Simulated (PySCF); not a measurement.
# How methods differ on the fine-structure interval of Yb⁵⁷⁺

Yb⁵⁷⁺ [Ne] 3s2 3p1 [3p1/2^1, M_J = 1/2] → Yb⁵⁷⁺ [Ne] 3s2 3p1 [3p3/2^1, M_J = 3/2], as a difference of total energies. Computed with PySCF 2.14 in an uncontracted even-tempered set (18 s from 17 bohr⁻², ratio 2.4; 14 p from 22 bohr⁻², ratio 2.4; 4 d from 73 bohr⁻², ratio 2.6; 4 f from 110 bohr⁻², ratio 2.6), with the two-component X2C-1e Hamiltonian. Correlated levels: 1s2 frozen; the 54 highest virtual spinors dropped. "Screened" scales the spin-orbit matrix elements by Boettger's factors to mimic the two-electron term; Breit and QED terms are absent.

```tsv
method	fine-structure interval (cm⁻¹)
GHF (screened spin-orbit)	2290100
GMP2 (screened spin-orbit)	2284300
GHF (bare spin-orbit)	2363900
```
